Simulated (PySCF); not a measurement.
Computed shifts of a molecule C3H9B, PBE/pcSseg-1 (PySCF), GIAO, gas phase, atoms alike by connectivity averaged where their shifts nearly agree, in ppm (number of nuclei): ¹³C: 19.0 (3). ¹H: 1.19 (9). References: ¹¹B against BF3 (σ = 83.9 ppm); ¹³C against TMS (σ = 182.0 ppm); ¹H against TMS (σ = 31.49 ppm), references at their B3LYP-D3(BJ)/def2-TZVP geometries, non-relativistic. Geometry: PBE0-D3(BJ)/def2-SVP. The values are those of a single conformer.

Problem. Which molecule gave these data?
A) CBCC
B) BC(C)C
C) CB(C)C
D) BCCC

Solution. C, CB(C)C
